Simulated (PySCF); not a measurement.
Ga(F)2(SH) (F2GaHS), SMILES [F][Ga]([F])[SH]. Geometry: r2SCAN-D4/def2-SVP. Other conformers were not sampled.

Level of theory: r2SCAN-D4/def2-SVP run with PySCF 2.14.0.

Harmonic wavenumbers (cm⁻¹): 125, 172, 190, 261, 421, 703, 721, 750, 2686. Rotational constants (GHz): 6.010, 2.827, 1.923; symmetry number 1.

Q: Work out the zero-point energy and the ideal-gas rigid-rotor harmonic-oscillator thermochemistry at 298.15 K and 1 atm.

A: ZPE = ½ Σ hcν = ½ × 6029 cm⁻¹ = 36.06 kJ/mol. H − E(el) = 53.70 kJ/mol. Entropy in J/(mol K): translation 170.45, rotation 111.67, vibration 46.24, total 328.35. G − E(el) = -44.20 kJ/mol. Cp = 80.03 J/(mol K). Modes under 150 cm⁻¹ make the vibrational entropy uncertain.
